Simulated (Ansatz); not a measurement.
Ge(OEt)H3 (C2H8GeO). Charge 0, multiplicity 1. Geometry r2SCAN-D4/def2-SVP, basis def2-TZVP, Ansatz.

```tsv
run	HOMO (eV)	LUMO (eV)
A	-6.47	-0.16
B	-7.46	0.09
C	-6.15	-0.53
D	-7.68	0.34
E	-6.24	-0.82
F	-10.07	2.08
```

B3LYP takes the VWN-RPA correlation.

Q: The runs used B3LYP, LDA (SPW92), PBE, PBE0, r2SCAN, ωB97M-V. Estimate which is which.

A: A r2SCAN (0 % exact exchange); B B3LYP (20 % exact exchange); C PBE (0 % exact exchange); D PBE0 (25 % exact exchange); E LDA (SPW92) (0 % exact exchange); F ωB97M-V (range-separated). Exact exchange lowers occupied and raises empty levels; among semilocal functionals meta-GGAs tend to open the gap a little, and such runs are hard to tell apart. The gap grows from 5.43 eV (LDA (SPW92)) to 12.15 eV (ωB97M-V).
